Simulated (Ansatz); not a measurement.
Relaxation of H$_{5}$InO$_{3}$ (9 atoms, charge 0, multiplicity 1), to a largest force component of 0.03 eV/Å in at most 50 steps.

Computed with Ansatz, RHF/def2-SVP.

```xyz
9
Properties=species:S:1:pos:R:3
In 0.114 0.496 -0.378
O -0.164 0.291 2.784
H -1.036 0.221 3.144
O 1.729 -0.273 -1.224
H 1.675 -1.056 -1.749
O -1.636 -0.302 -0.858
H -1.692 -1.076 -1.395
H 0.166 1.893 0.682
H -0.112 1.177 2.392
```

Q: Where does it end, and by what steps?

A: The run converged. After 17 steps the energy has fallen by 0.715 eV; H3 moved furthest, 1.44 Å. Joined: In1–O2 (3.18 → 2.37 Å).

| step | energy less start (eV) | largest force component (eV/Å) | accepted |
| --- | --- | --- | --- |
| 0 | 0.0000 | 1.234 | yes |
| 1 | -0.0789 | 2.795 | yes |
| 2 | 0.0057 | 3.979 | no |
| 3 | -0.1440 | 2.649 | yes |
| 4 | -0.2179 | 2.046 | yes |
| 5 | -0.3054 | 1.936 | yes |
| 6 | -0.3636 | 2.082 | yes |
| 7 | -0.4998 | 1.338 | yes |
| 8 | -0.5735 | 0.594 | yes |
| 9 | -0.6053 | 1.266 | yes |
| 10 | -0.6524 | 0.678 | yes |
| 11 | -0.6845 | 0.492 | yes |
| 12 | -0.6944 | 0.505 | yes |
| 13 | -0.7079 | 0.264 | yes |
| 14 | -0.7090 | 0.433 | yes |
| 15 | -0.7139 | 0.133 | yes |
| 16 | -0.7126 | 0.235 | no |
| 17 | -0.7146 | 0.025 | yes |

```xyz
9
Properties=species:S:1:pos:R:3
In 0.143 0.818 -0.247
O -0.070 0.144 2.012
H -0.894 -0.301 1.807
O 1.675 -0.214 -0.984
H 1.679 -1.155 -0.914
O -1.556 -0.282 -0.083
H -1.882 -0.832 -0.776
H 0.131 2.535 -0.217
H -0.183 0.657 2.799
```

Run time: 53 s on 1 thread of Arm Neoverse V1, on a shared host, peak memory 0.18 GiB.
